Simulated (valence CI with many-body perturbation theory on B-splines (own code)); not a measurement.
Sensitivity of CI+MBPT for Xe V

Level of theory: configuration interaction combined with many-body perturbation theory (CI+MBPT): four valence electrons over a frozen Dirac-Fock core [Kr] 4d10, a basis of 6 s, 6 p, 5 d, 3 f, 1 g functions for each j, with the one-electron correlation potential Σ1 (screened to all orders), the two-electron term Σ2, the three-electron term Σ3, Breit, model QED; selected single and double excitations, second order for the rest, scaled by the run's own slope (own B-spline code, finite nucleus).

Against 23 measured levels this calculation errs by 355 cm⁻¹ on average and by 1176 at most. These come from a selection out of Saloman, J. Phys. Chem. Ref. Data 33, 765 (2004). Levels without a partner in it may be off by more. 2 measured levels below the end of the list, from 169673 cm⁻¹ on, found no clear computed partner, and computed levels of the same name lie up to 614 cm⁻¹ from them.

The reference run has the lowest level 5s2.5p2 3P_0 and an ionisation energy of 54.7555 eV. Its largest variational space holds 10000 state functions.

Names give the largest LS component (configuration and term), which can be under half, so a name can repeat, a term be missing and a line seem to break the LS rules; names also repeat where a configuration has a term twice.

```
          Level  Reference (cm⁻¹)  Shift (cm⁻¹)
   5s2.5p2 3P_1              9248           -67
   5s2.5p2 3P_2             14138           +35
   5s2.5p2 1D_2             28464          +143
   5s2.5p2 1S_0             44673          +514
   5s.5p3 5S°_2             91544          -410
   5s.5p3 3D°_1            115039           -16
   5s.5p3 3D°_2            115824           -36
   5s.5p3 3D°_3            119641           -52
   5s.5p3 3P°_0            133258          +162
   5s.5p3 3P°_1            134443          +141
   5s.5p3 3P°_2            134589          +101
5s2.5p.5d 1D°_2            145746          +106
```

The ionisation energy moves by -0.0486 eV.

(1) Which of these changes was made?
A. scale of Σ1 1 → 0; box radius (bohr) 15.75 → 9.66
B. scale of Σ1 1 → 0
C. correlating orbitals by l 3 3 3 2 1 → 2 1 4 0 2

Answers

(1) C. correlating orbitals by l 3 3 3 2 1 → 2 1 4 0 2.
